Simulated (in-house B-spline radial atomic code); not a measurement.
Radial electron density of the indium ion In²⁺, [Kr] 4d10 5s1. Computed with a radial B-spline atomic code at the basis-set limit: Dirac-Kohn-Sham wB97X, spherical fractional occupations, exact exchange averaged over the configuration, Fermi nucleus of rms radius 4.6156 fm.

Columns: r (bohr), 4πr²n(r) (electrons per bohr), bar.

```
 0.00117    1.929 #
 0.00145    2.803 ##
 0.00178     3.98 ##
  0.0022    5.673 ###
 0.00272    8.013 ####
 0.00336    11.17 ######
 0.00415    15.33 ########
 0.00512    20.64 ###########
 0.00632     27.2 ###############
 0.00781    34.92 ###################
 0.00964    43.31 ########################
  0.0119     51.6 ############################
  0.0147    58.61 ################################
  0.0181     62.9 ###################################
  0.0224    63.61 ###################################
  0.0276     60.9 ##################################
  0.0341    56.77 ###############################
  0.0421     54.9 ##############################
   0.052    58.63 ################################
  0.0642    67.93 #####################################
  0.0793     77.6 ###########################################
  0.0979    79.77 ############################################
   0.121    71.24 #######################################
   0.149     59.2 #################################
   0.184    55.05 ##############################
   0.228    61.47 ##################################
   0.281    65.38 ####################################
   0.347    54.51 ##############################
   0.428    34.22 ###################
   0.529    20.67 ###########
   0.653    19.76 ###########
   0.806    22.05 ############
   0.995    19.22 ###########
    1.23    12.45 #######
    1.52    6.481 ####
    1.87    3.051 ##
    2.31    1.336 #
    2.86   0.5228 
    3.53   0.1656 
    4.35  0.03744 
    5.37  0.00505 
    6.63 0.0003599 
    8.19 1.105e-05
```

On this grid the curve has 4 maxima, near 0.0224, 0.0979, 0.281, 0.806 bohr.

The 4d5/2 radial function P(r) = rR(r), positive near the nucleus, with its small component Q(r) (sign convention: Q ≈ (P' + κP/r)/2c):

```tsv
r (bohr)	P	Q
0.0119	0.00175	-0.000102
0.0181	0.005533	-0.0003189
0.0276	0.01678	-0.0009509
0.0421	0.04731	-0.002622
0.0642	0.1197	-0.006459
0.0979	0.2583	-0.01355
0.149	0.4384	-0.02258
0.228	0.5056	-0.02725
0.347	0.2092	-0.01958
0.529	-0.4472	-0.002152
0.806	-0.9579	0.01047
1.23	-0.8796	0.01018
1.87	-0.4682	0.004678
2.86	-0.1374	0.001187
4.35	-0.01754	0.0001351
```
